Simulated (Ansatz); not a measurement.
Reaction (formal loss of a carbene): `C[SiH2][SiH2][AlH2]` → `[AlH2][SiH2][SiH3]` + `[CH2]` (triplet)

Gas-phase electronic energies from Ansatz, PBE0-D4/def2-TZVP geometries. CCSD(T)/CBS is the MP2 limit (def2-TZVPP, def2-QZVPP) plus CCSD(T) − MP2 in def2-TZVPP, frozen cores. This one scheme is used for every species. DFT in def2-TZVPP. B3LYP here is the variant with VWN-RPA as its local correlation; programs differ in this. Triplets are unrestricted, without spin–orbit coupling. One conformer a species, not always the lowest.

`C[SiH2][SiH2][AlH2]`:

```xyz
13

C    -1.524    0.996    0.942
Si   -0.182   -0.249    1.361
Si    1.534   -0.181   -0.235
Al    0.645   -0.827   -2.419
H    -1.118    2.010    0.932
H    -2.330    0.958    1.678
H    -1.952    0.796   -0.043
H    -0.759   -1.625    1.384
H     0.362    0.023    2.722
H     2.040    1.225   -0.278
H     2.662   -1.050    0.210
H     1.031   -2.201   -3.117
H    -0.408    0.126   -3.137
```

`[AlH2][SiH2][SiH3]`:

Cartesian coordinates in Å:
```
Al 1.490 1.645 -0.082
Si 0.710 -0.672 -0.190
Si -1.601 -0.744 0.194
H 1.481 2.554 -1.384
H 1.948 2.271 1.304
H 1.362 -1.534 0.840
H 0.961 -1.289 -1.525
H -2.131 -2.133 0.148
H -1.911 -0.164 1.530
H -2.310 0.067 -0.834
```

`[CH2]` (triplet):

Z-matrix (Å, degrees):
```
C
H 1 1.079
H 1 1.079 2 134.9
```

| level | ΔE (kcal/mol) |
| --- | --- |
| r2SCAN-D4 | 108.4 |
| PBE0-D4 | 112.9 |
| B3LYP-D4 | 111.4 |
| ωB97X-V | 115.4 |
| B3LYP | 108.7 |
| SCS-MP2/def2-TZVPP | 113.4 |
| CCSD/def2-TZVPP | 107.5 |
| HF/CBS(def2) | 76.8 |

Question: What does CCSD(T)/CBS give? (Best estimate.)

Answer: Ansatz gave: +113.3 kcal/mol. The listed levels differ from it by -4.9, -0.4, -1.9, 2.1, -4.6, 0.1, -5.8, -36.5 kcal/mol.

Largest T1 diagnostic among the species: 0.013.

The D4 term adds +2.7 kcal/mol with B3LYP and +1.5 kcal/mol with PBE0; it sums over pairs of atoms, weighted by their polarisabilities, and B3LYP, whose exchange is more repulsive, gets the larger term. In def2-TZVPP, CCSD(T) changes the Hartree–Fock value by +33.5 kcal/mol (the triples alone add +2.8 kcal/mol) and MP2 by +37.2 kcal/mol. From PBE to PBE0 (25 % exact exchange), in def2-TZVPP and without D4, ΔE moves by −1.8 kcal/mol.
